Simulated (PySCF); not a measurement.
## Levels of Au from EOM-EA-GCCSD

Reference: closed-shell Au⁺, [Xe] 4f14 5d10; one electron is added. Calculated with PySCF 2.14, two-component X2C-1e with screened spin-orbit coupling, x2c-TZVPPall-2c with one added diffuse shell each of s, p, d, f type (12s12p11d4f1g, 140 functions); frozen [Kr] 4d10 4f14; the 38 highest virtual spinors dropped; of the others 110 kept and the rest restored at second order. No Breit or QED terms. Binding energies in eV.

```
level  Koopmans  second order  EOM-CCSD   NIST
6s1/2     7.502         9.224     9.064  9.226
6p1/2     3.655         4.373     4.365  4.594
6p3/2     3.317         3.867     3.891  4.121
7s1/2     2.253         2.466     2.439  2.470
6d3/2     1.324         1.384     1.385    n/a
6d5/2     1.311         1.367     1.368    n/a
7p1/2     1.306         1.574     1.524  1.782
7p3/2     1.117         1.397     1.368  1.696
```

Electric-dipole lines between these computed levels:

```tsv
lower	upper	ΔE (eV)	vacuum wavelength (nm)
6s1/2	6p1/2	4.699	263.9
6s1/2	6p3/2	5.173	239.7
6s1/2	7p1/2	7.540	164.4
6s1/2	7p3/2	7.696	161.1
6p1/2	7s1/2	1.927	643.5
6p1/2	6d3/2	2.980	416.0
6p3/2	7s1/2	1.452	853.8
6p3/2	6d3/2	2.506	494.8
6p3/2	6d5/2	2.523	491.5
7s1/2	7p1/2	0.915	1355
7s1/2	7p3/2	1.070	1159
6d3/2	7p3/2	0.017	73970
7p1/2	6d3/2	0.138	8957
7p3/2	6d5/2	0.000	3403000
```

Only part of the computed levels is shown.

Gaps of this size point to the basis (12s12p11d4f1g), which has few functions of high l to correlate and polarise the inner shells.

The highest levels are limited by the diffuse functions of the basis.
